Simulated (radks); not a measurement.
The numbers below are computed, except where a source is named.
Q: Zr XX, 21 electrons, occupied as [Ar] 3d3. Code: a radial shooting solver on a logarithmic mesh with Libxc functionals. Model: Dirac Kohn-Sham, PBE, spin-unpolarised, spherical densities, point nucleus; open shells are shared between the two j in proportion to 2j + 1. Some entries of the table are withheld. Estimate them.

| orbital | occ. | eigenvalue (Ry) | <r^2> (bohr^2) | <r> (bohr) |
|---|---|---|---|---|
| 1s1/2 | 2 | -1360.006 | 0.001853 | 0.03707 |
| 2s1/2 | 2 | -231.4890 | 0.03076 | (1) |
| 2p1/2 | 2 | -216.3821 | (2) | 0.1380 |
| 2p3/2 | 4 | -210.0280 | (3) | 0.1423 |
| 3s1/2 | 2 | -72.58815 | 0.2046 | 0.4237 |
| 3p1/2 | 2 | -67.09122 | (4) | 0.4124 |
| 3p3/2 | 4 | -65.83279 | (5) | 0.4201 |
| 3d3/2 | 1.2 | -56.80811 | 0.1699 | (6) |
| 3d5/2 | 1.8 | -56.54767 | 0.1718 | (7) |
| 4s1/2 | 0 | -34.02172 | 0.8306 | (8) |
| 4p1/2 | 0 | (9) | 0.8527 | 0.8690 |
| 4p3/2 | 0 | (10) | 0.8739 | 0.8799 |

A: 
(1) 2s1/2 <r> (bohr): 0.1615
(2) 2p1/2 <r^2> (bohr^2): 0.02332
(3) 2p3/2 <r^2> (bohr^2): 0.02466
(4) 3p1/2 <r^2> (bohr^2): 0.1966
(5) 3p3/2 <r^2> (bohr^2): 0.2038
(6) 3d3/2 <r> (bohr): 0.3810
(7) 3d5/2 <r> (bohr): 0.3834
(8) 4s1/2 <r> (bohr): 0.8605
(9) 4p1/2 eigenvalue (Ry): -31.88762
(10) 4p3/2 eigenvalue (Ry): -31.49402
